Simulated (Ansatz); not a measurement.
Consider the ligand exchange at a B–S bond: `CSB(Cl)Cl` + `C[SeH]` → `C[Se]B(Cl)Cl` + CH₃SH.

Gas-phase electronic energies from Ansatz, PBE0-D4/def2-TZVP geometries. CBS: MP2 limit from def2 TZ/QZ plus the TZ coupled-cluster correction, frozen cores. This one scheme is used for every species. DFT in def2-TZVPP. B3LYP here is the variant with VWN-RPA as its local correlation; programs differ in this. For Se outer-core shells are correlated without core-valence functions, which leaves a few kJ/mol of doubt a bond. Scalar relativity is left out up to krypton. Each species was taken in one conformer, which may not be the lowest.

| level | ΔE (kcal/mol) | difference from CCSD(T)/CBS |
| --- | --- | --- |
| r2SCAN-D4 | 2.2 | 1.1 |
| B3LYP-D4 | 2.2 | 1.1 |
| r2SCANh-D4 | 2.2 | 1.1 |
| PBE-QIDH | 1.8 | 0.7 |
| PBE | 2.1 | 1.0 |
| BLYP | 2.3 | 1.2 |
| r2SCAN | 2.3 | 1.2 |
| r2SCAN0 | 2.2 | 1.1 |
| RPA@PBE/def2-TZVPP | 1.1 | 0.0 |
| CCSD/def2-SVP | 3.2 | 2.1 |
| HF/def2-TZVPP | 2.4 | 1.3 |
| MP2/def2-TZVPP | 1.1 | 0.0 |
| SCS-MP2/def2-TZVPP | 1.3 | 0.2 |
| CCSD(T)/def2-TZVPP | 1.4 | 0.3 |
| MP2/def2-QZVPP | 0.9 | -0.2 |
| HF/CBS(def2) | 2.4 | 1.3 |
| CCSD(T)/CBS | 1.1 | 0 |

Largest T1 diagnostic among the species: 0.012.

In def2-TZVPP, CCSD(T) changes the Hartree–Fock value by −1.0 kcal/mol (the triples alone add −0.0 kcal/mol) and MP2 by −1.3 kcal/mol. At CCSD(T), def2-SVP lies +2.1 kcal/mol from the extrapolated value and def2-TZVPP +0.3 kcal/mol.
